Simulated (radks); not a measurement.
Results of a calculation; reference values are marked as such.
Charge is removed step by step from the 2p (averaged over the sub-levels emptied) level of Cs, starting from [Xe] 6s1. Level of theory: Dirac Kohn-Sham, PBE, spin-unpolarised, spherical densities, finite nucleus; Fermi nuclear charge, rms radius 4.8041 fm (a radial shooting solver on a logarithmic mesh with Libxc functionals).

\begin{tabular}{lrrr}
removed (e) & E - E(0) (eV) & eigenvalue (eV) & E minus straight line (eV) \\ \hline
0 & 0.000 & -5041.7 & 0.000 \\
0.25 & 1265.4 & -5081.8 & -15.167 \\
0.5 & 2540.9 & -5122.2 & -20.268 \\
0.75 & 3826.6 & -5162.9 & -15.234 \\
1 & 5122.4 & -5203.8 & 0.000 \\
\end{tabular}

Removing the whole electron costs 5122.4 eV by Delta-SCF, against 5041.7 eV from minus the eigenvalue at the starting occupation. Slater's transition state (half an electron removed) gives 5122.2 eV. Integrating minus the eigenvalue over the occupation (Janak's theorem) gives 5122.4 eV. The mean slope of the eigenvalue, de/dn, is 162 eV per electron.
